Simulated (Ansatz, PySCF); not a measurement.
Reaction (SMILES): N[Si](N)(N)Br + 3 [SiH4] (SiH4) → 3 N[SiH3] + [SiH3]Br [bromosilane]
Each molecule is optimised on its own at B3LYP-D3(BJ)/def2-TZVP (Ansatz, an electronic-structure program), one conformer each, not searched for the lowest.

Property: bond separation energy (electronic energy difference), in kJ/mol. Cores are frozen in the correlated levels unless marked. Spin-orbit coupling is left out. The frozen core is the preceding noble-gas configuration, with the filled d and f shells of earlier blocks. Non-relativistic. CBS(X,Y): correlation extrapolated as X^-3; Hartree-Fock from the larger set. The bracket is a focal-point correction in the basis named.

| level | program | bond separation energy (kJ/mol) |
|---|---|---|
| revPBE/def2-TZVPD | Ansatz | 66.1 |
| PBE0/def2-TZVPD | Ansatz | (withheld) |
| M06-2X/def2-TZVPD | PySCF | (withheld) |
| RI-MP2/CBS(def2-TZVPPD,def2-QZVPPD)+[CCSD(T)-MP2]/def2-TZVPPD | Ansatz | 77.3 |

Task: Some entries are withheld; supply them.

Result: 
- PBE0/def2-TZVPD, bond separation energy (kJ/mol): 73.5
- M06-2X/def2-TZVPD, bond separation energy (kJ/mol): 75.9
